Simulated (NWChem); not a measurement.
System: GeHOI, singlet; SMILES [OH][Ge][I]

NWChem input:

```
start job
memory heap 200 mb stack 900 mb global 1100 mb
geometry units angstroms noautoz
  Ge     0.332353     1.385087     0.000000
  I      0.030000    -1.162420     0.000000
  O     -1.396945     1.824266     0.000000
  H     -1.532876     2.781345     0.000000
end
basis spherical
  * library def2-svp
end
ecp
  I library def2-ecp
end
dft
  xc xpbe96 cpbe96
  iterations 150
  vectors input atomic output neutral.movecs
end
task dft energy
charge 1
dft
  odft
  mult 2
  vectors input atomic output cation.movecs
end
task dft energy
```

Low-valent species are run as closed-shell singlets; no triplet was tried in these runs. All runs use the structure optimised with PBE0/def2-SVP. No frequency run checked for a minimum. def2 effective core potentials on I; no spin-orbit coupling.

Ions are spin-unrestricted doublets at the neutral geometry; other ion states weren't tried.

### Question
Predict the main results of this run. (PBE/def2-SVP with def2 effective core potentials on I, vertical spin-unrestricted ions.) Quantities: vertical ionisation energy, ΔSCF (eV); −ε(HOMO) (eV).

### Answer
```json
{
  "vertical ionisation energy, ΔSCF (eV)": "9.04",
  "−ε(HOMO) (eV)": "6.04"
}
```
